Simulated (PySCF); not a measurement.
Compound: C₆H₉O₂ (doublet state).
Structure used (GFN2-xTB), in Å, numbered top down from 1:
```
atom  x, y, z in Å
C1     0.0252    1.8597    0.5109
C2    -0.1180    0.6329   -0.0728
C3     0.9262   -0.2818   -0.1626
O4     2.1598    0.0050    0.3354
C5     3.1326   -0.8990    0.2233
O6     3.0442   -1.9815   -0.2855
C7    -1.4541    0.1907   -0.6146
C8    -2.2097   -0.6349    0.4265
H9     0.9667    2.1710    0.9250
H10   -0.7983    2.5473    0.5693
H11    0.8156   -1.2507   -0.6289
H12    4.0460   -0.4896    0.6805
H13   -2.0448    1.0681   -0.8787
H14   -1.3090   -0.4081   -1.5149
H15   -2.3753   -0.0481    1.3270
H16   -3.1743   -0.9481    0.0348
H17   -1.6398   -1.5210    0.6952
```

The hyperfine couplings belong to this conformer and change with its torsions.

The species is `[CH2]/C(=C\OC=O)CC` [radical].

Method: UKS B3LYP, pcH-1 on C H O, non-relativistic, mean-field spin-orbit, GIAO in PySCF 2.14.0. The structure is a single GFN2-xTB conformer in the gas phase; no vibrational or solvent corrections. Couplings are sensitive to structure, and on GFN2-xTB geometries they can be far from those on DFT ones. No stability test was run, so a lower SCF solution isn't excluded. ⟨S²⟩ is 0.775 where a pure state has 0.75.

(1) Give the principal g shifts and their parts.

(2) At 9.73 GHz, how far is the centre of the isotropic spectrum from where a free electron (g = 2.002319) resonates?

(3) What effective moment and Curie constant follow for a powder?

(4) How much does each term add to the isotropic shift?

(5) In a frozen sample, at which fields do the three g values resonate at 9.5, 34, 94 and 263 GHz (hyperfine left aside), and which band first spreads them over more than twice a line width of 1.0 mT?

Results:

(1) 
```
                    Δg (ppm)     1     2     3
relativistic mass correction  -158  -158  -158
            gauge correction     4    38    35
   orbital Zeeman/spin–orbit     8   482  1135
                       total  -146   361  1012
```

So g = 2.00217, 2.00268, 2.00333 and g_iso = 2.00273; the tensor is rhombic: the two nearest values differ by 44 % of g3 − g1. Axes: g3 points within 1° of the C1–H10 bond.

(2) B = hν/(g μB) with μB/h = 13.99624 MHz/mT gives 347.19 mT for the free electron and 347.12 mT at g_iso, 0.07 mT lower.

(3) With the mean of g² = 4.0109 and S(S+1) = 0.75: μ_eff = √(⟨g²⟩S(S+1)) = 1.734 μB and χT = 0.12505·⟨g²⟩·S(S+1) = 0.376 cm³ K/mol (cgs; spin-Hamiltonian part alone).

(4) The orbital-Zeeman/spin–orbit term 542, the mass correction -158 and the gauge correction 25 ppm, for a total of 409 ppm. The orbital-Zeeman/spin–orbit term is the largest in size. The mass correction is the same along every axis, so the anisotropy comes from the other two: their spans along these axes are 34 (gauge) and 1127 ppm (orbital Zeeman/spin–orbit).

(5) 
```json
{"band": "X", "GHz": "9.5", "B(g3) mT": "338.81", "B(g2) mT": "338.92", "B(g1) mT": "339.01", "spread mT": "0.20"}
{"band": "Q", "GHz": "34.0", "B(g3) mT": "1212.59", "B(g2) mT": "1212.99", "B(g1) mT": "1213.29", "spread mT": "0.70"}
{"band": "W", "GHz": "94.0", "B(g3) mT": "3352.46", "B(g2) mT": "3353.55", "B(g1) mT": "3354.40", "spread mT": "1.94"}
{"band": "J", "GHz": "263.0", "B(g3) mT": "9379.76", "B(g2) mT": "9382.80", "B(g1) mT": "9385.18", "spread mT": "5.43"}
```

The spread grows in proportion to the frequency. J band is the first where it exceeds 2.0 mT.

The Mulliken spin populations are largest on C3 (+0.64), C1 (+0.63) and C2 (-0.25). The positive populations add up to 1.35 and the negative ones to -0.35, together 2S = 1. The angles at C3 add up to 360.0°, so it is planar; its axial dipolar tensor and the negative coupling of its proton fit spin in a p orbital normal to that plane.

The HOMO–LUMO gaps are 4.88 eV among the α and 5.05 eV among the β orbitals.
